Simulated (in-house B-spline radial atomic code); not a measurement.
Response and correlation of Pb64+

Closed shell [Ne] 3s2 3p6. Computed with an all-electron radial atomic-structure program (B-spline basis): Dirac-Hartree-Fock, relativistic RPA (time-dependent Dirac-Hartree-Fock) for the response and second-order many-body perturbation theory for correlation, no-pair Dirac-Coulomb Hamiltonian, finite nucleus.

Command:
```bash
python run_mb.py task.json out
```
Settings (nuclear radius in fm, box in bohr, cutoff in hartree):
```
basis_form          2
Z                   82
core_configuration  [Ne] 3s2 3p6
rms_radius          5.5012
mass_number         208
speed_of_light      137.036
box_radius          1.595
lmax                7
intervals           54
virtual_cutoff      168100.0
```

Cost of the run: 2.2 s on 1 thread of Intel(R) Xeon(R) Platinum 8259CL CPU @ 2.50GHz, with other jobs on the host.

| multipole (bohr³, bohr⁵, bohr⁷) | uncoupled | coupled RPA |
| --- | --- | --- |
| dipole | 0.0024875 | 0.0024263 |
| quadrupole | 3.1633e-05 | 3.2784e-05 |
| octupole | 1.9877e-06 | ? |

Task: What is the coupled octupole polarisability?

Result: 2.3801e-06 atomic units, +20 % against the uncoupled value.

Task: Which subshells carry the dipole polarisability?

Result: 3p3/2 80.5 %, 3p1/2 17.7 %, 3s1/2 1.2 %.

Task: What does the dipole shielding factor come to?

Result: The dipole shielding factor is 0.220, against the exact N/Z = 18/82 = 0.220 of the non-relativistic theorem.

Dipole polarisability at imaginary frequency:

```csv
u (Eh),α(iu) (bohr³)
0,0.002426
10.5,0.001911
26.2,0.001061
52.4,0.0005432
78.6,0.0003629
105,0.0002723
157,0.0001787
210,0.0001278
262,9.716e-05
367,6.198e-05
524,3.697e-05
786,1.947e-05
1050,1.192e-05
1570,5.815e-06
2620,2.235e-06
5240,5.88e-07
```

Task: What dispersion coefficients follow for two such ions (the dispersion part alone)?

Result: C6 = (3/π)∫α(iu)²du = 0.0001095 hartree·bohr⁶ and C8 = 1.285e-05 hartree·bohr⁸.

Lowest J = 1 odd-parity excitations:

```tsv
energy (eV)	oscillator strength	leading channel	weight
287.99	0.01	3p3/2 → d3/2	0.98
461.75	0.435	3p3/2 → d5/2	0.966
901.46	0.618	3p1/2 → d3/2	0.996
3074.8	0.357	3p3/2 → s1/2	1.0
3519.9	0.0934	3p3/2 → d3/2	0.986
3574	1.74	3p3/2 → d5/2	0.984
3652.2	0.047	3p1/2 → s1/2	0.994
4005.1	0.329	3s1/2 → p1/2	0.983
```

Second-order correlation energy by the highest angular momentum of the excited pair (hartree): s -0.02942, p -0.2011, d -0.6935, f -0.1389, g -0.0529, h -0.01921, i -0.008649, k -0.004447.

Task: What is the second-order correlation energy at the partial-wave limit?

Result: The listed waves sum to -1.1482 hartree; extrapolating the increments as (l + 1/2)⁻⁴ gives -1.1572 hartree, -1.75 eV per electron.
